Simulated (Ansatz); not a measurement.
`C[C]1=[N][AlH]1` → `[CH]1=[N][AlH]1` + `[CH2]` (triplet) at 400 K and 1 bar (formal loss of a carbene).

Gas-phase electronic energies from Ansatz, PBE0-D4/def2-TZVP geometries. CCSD(T)/CBS adds triple-zeta CCSD(T) − MP2 to the extrapolated MP2 energy (def2 sets, frozen cores). This one scheme is used for every species. Triplets are unrestricted, without spin–orbit coupling.

```json
{"species": "`C[C]1=[N][AlH]1`", "CCSD(T)/CBS energy (Eh)": "-375.16035", "H − E (kJ/mol)": "164.0", "S (J/(mol·K))": "326.1"}
{"species": "`[CH]1=[N][AlH]1`", "CCSD(T)/CBS energy (Eh)": "-335.88667", "H − E (kJ/mol)": "83.0", "S (J/(mol·K))": "280.3"}
{"species": "`[CH2]` (triplet)", "CCSD(T)/CBS energy (Eh)": "-39.09499", "H − E (kJ/mol)": "59.0", "S (J/(mol·K))": "205.7"}
```

H − E and S are ideal-gas, rigid-rotor, harmonic terms from PBE0-D4/def2-TZVP, with the whole ground term of open shells counted as degenerate. 1 Eh = 2625.50 kJ/mol, R = 8.31446 J/(mol·K).

Task: By hand: ΔE, ΔH, ΔS and ΔG.

Result: ΔE = (-335.88667) + (-39.09499) − (-375.16035) = 0.17869 Eh = 469.2 kJ/mol. Δ(H − E) = 83.0 + 59.0 − 164.0 = -22.0, so ΔH = 447.2 kJ/mol. ΔS = 280.3 + 205.7 − 326.1 = 159.9 J/(mol·K). ΔG = 447.2 − 400 × (159.9)/1000 = 383.2 kJ/mol.

Task: By hand: the equilibrium constant, and the temperature at which ΔG would vanish if ΔH and ΔS stayed fixed.

Result: log₁₀ K = −ΔG/(RT ln 10) = -50.0. ΔG = 0 at ΔH/ΔS = 2797 K, far beyond where these terms or the molecules hold.

The number of gas molecules changes by +1, which sets the sign of ΔS. A doubt of 5 kJ/mol in ΔE shifts log₁₀ K by 0.7 here. A triplet takes part, so the spin changes. These are equilibria of isolated gas molecules and say nothing of rates. Largest T1 diagnostic: 0.019 (customary marks: 0.02 for closed shells, 0.045 for open ones).
